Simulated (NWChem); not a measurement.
Isomers of C3H8N2Si, each optimised at PBE0/def2-SVP with NWChem, gas phase unless a solvent is named. Flexible species stand in one conformer each, which need not be the lowest.  Relative energies count from the lowest isomer at each level and are electronic, without zero-point energy, on those geometries. Shieldings are non-relativistic GIAO values without spin-orbit effects.

A: C=C1CN[Si@H]1N
B: N[SiH](C#CC)N
C: C[Si@]1(N)C=NC1

```
quantity                                                            A      B     C
--------------------------------------------------------------  -----  -----  ----
relative energy, M06-2X/def2-SVP (kcal/mol)                       5.5    0.0  15.0
relative energy, TPSSh/def2-SVP (kcal/mol)                        1.8    0.0  10.4
SMD solvation free energy in water, PBE0/def2-SVP (kcal/mol)     -1.3   -3.2  -3.2
SMD solvation free energy in toluene, PBE0/def2-SVP (kcal/mol)   -3.0   -4.2  -3.1
29Si shift against tetramethylsilane, PBE0/pcSseg-1 (ppm)       -31.7  -52.9   2.1
```
